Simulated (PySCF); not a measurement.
HfI3, SMILES [I][Hf+]([I])[I], charge +1, multiplicity 1.

Geometry optimised at B3LYP-D3(BJ)/def2-SVP. The spin state was assumed, not searched. The isomer is the one that the SMILES or the coordinates give; other isomers of the formula were not compared. The def2 effective core potentials stand for the cores of Hf, I; spin–orbit coupling is left out.

Two levels are set side by side: TDDFT-PBE/def2-SVPD (PySCF) and TDDFT-LC-ωPBE/def2-SVPD (PySCF). Vertical, same geometry. The lowest singlet is HOMO→LUMO 100 % with PBE and HOMO→LUMO 94 % with the other functional; states are paired by order. Differences are taken from unrounded values.

| quantity | TDDFT-LC-ωPBE | TDDFT-PBE | TDDFT-PBE minus TDDFT-LC-ωPBE |
|---|---|---|---|
| lowest singlet excitation (eV) | 3.54 | 2.18 | -1.37 |
| lowest triplet excitation (TDA) (eV) | 3.48 | 2.14 | -1.34 |

A lower first singlet is the usual sign of a functional without exact exchange. Differences between two approximate levels are no errors against the true value.

Rough cost on one machine, each run with all the roots and properties that it gave: TDDFT-LC-ωPBE against TDDFT-PBE about 6 times.
